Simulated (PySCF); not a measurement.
Species: C3H10FNSi2.
InChI=1S/C3H10FNSi2/c1-5-7(6)3-2-4/h7H,1-3H2,6H3/t7-/m0/s1

The calculation used TDDFT PBE0/def2-SVPD, vertical, gas phase, core orbitals frozen in the response in PySCF 2.14.0, density-fitted response routines. Geometry: GFN2-xTB, one conformer, isolated molecule. Torsions of this conformer, `[CH2:1]=[N:2][Si@@H:3]([SiH3:4])[CH2:5][CH2:6][F:7]`: C1–N2–Si3–Si4 107°, N2–Si3–C5–C6 -69°, Si3–C5–C6–F7 -64°.

Q: What does the calculation give for the low-lying excited states?

A: 

| state | E (eV) | E (hartree) | f | main configurations (H = HOMO, L = LUMO) |
| --- | --- | --- | --- | --- |
| S1 | 3.96 | 0.1457 | 0.0004 | H→L (98%) |
| S2 | 5.94 | 0.2183 | 0.0098 | H→L+1 (65%), H-1→L (29%) |
| S3 | 6.09 | 0.2238 | 0.189 | H-1→L (67%), H→L+1 (30%) |
| S4 | 6.37 | 0.2342 | 0.031 | H→L+2 (92%) |
| S5 | 6.45 | 0.2372 | 0.013 | H-2→L (94%) |
| S6 | 6.82 | 0.2505 | 0.042 | H→L+3 (84%), H→L+5 (8%) |
| S7 | 6.97 | 0.2563 | 0.043 | H-1→L+1 (94%) |
| S8 | 7.13 | 0.2622 | 0.017 | H→L+4 (88%) |

Triplets (Tamm–Dancoff): T1 3.34 eV, H→L (96%); T2 4.68 eV, H-1→L (67%), H-7→L (14%), H-6→L (8%); T3 5.72 eV, H→L+1 (81%), H→L+2 (12%).

The lowest singlet lies at 3.96 eV (313 nm, ultraviolet) and is dark (f under 0.0005); its leading configuration is HOMO→LUMO (98%). The strongest level in the table is S3 at 6.09 eV (204 nm, f = 0.189). Löwdin shares by element: HOMO nitrogen 56%, carbon 16% or more, silicon 9% or more, hydrogen 6% or more; LUMO carbon 39% or more, nitrogen 32%, silicon 6% or more, hydrogen 6% or more (atoms not listed hold the other 16%). Orbital energies (eV): HOMO-3 -9.55, HOMO-2 -8.66, HOMO-1 -7.97, HOMO -7.08, LUMO -1.08, LUMO+1 0.21, LUMO+2 0.44. Of the 8 states listed, 6 reach f = 0.01 and 1 stays under 0.0005. The listed states span 3.17 eV, and the widest gap between neighbours is 1.97 eV (S1 to S2). Singlets were solved by full linear response, triplets in the Tamm–Dancoff approximation.
